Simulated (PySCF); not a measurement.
# Fractional electron number in Ce²⁺ (cerium, charge +2)

The 4f alpha orbital of [Xe] 4f2 is emptied in steps (occupation f), with all orbitals relaxed, ending at [Xe] 4f1. Computed with PySCF 2.14 in def2-SVP with the def2 core potential (28 electrons) (10s6p4d3f1g, 78 functions), with scalar relativity through the core potential. The exact energy is a straight line in f; departures are measured from the line between the end points of the same method.

Question: Among PBE0, r2SCAN, LC-wPBE, which shows the largest delocalisation error (convex curve), and which is closest to linear?

Answer: Most convex: r2SCAN (-1.827 eV at f = 0.5); closest to linear: LC-wPBE (-0.651 eV).

```
  f  PBE0 (eV)  r2SCAN (eV)  LC-wPBE (eV)
  1      0.000        0.000         0.000
0.9     -0.460       -0.649        -0.227
0.7     -1.080       -1.525        -0.538
0.5     -1.294       -1.827        -0.651
0.3     -1.093       -1.543        -0.555
0.1     -0.471       -0.665        -0.241
  0      0.000        0.000         0.000
```

| method | E(f=0) − E(f=1) (eV) | −ε at f=1 (eV) | −ε at f=0.5 (eV) |
| --- | --- | --- | --- |
| PBE0 | 20.724 | 15.629 | 20.685 |
| r2SCAN | 20.697 | 13.508 | 20.645 |
| LC-wPBE | 20.873 | 18.377 | 20.821 |

Reference removal energy between the ground levels: 20.197 eV (semi-empirical (NIST evaluation); NIST Atomic Spectra Database, ionization energies). The calculation has no spin-orbit coupling.
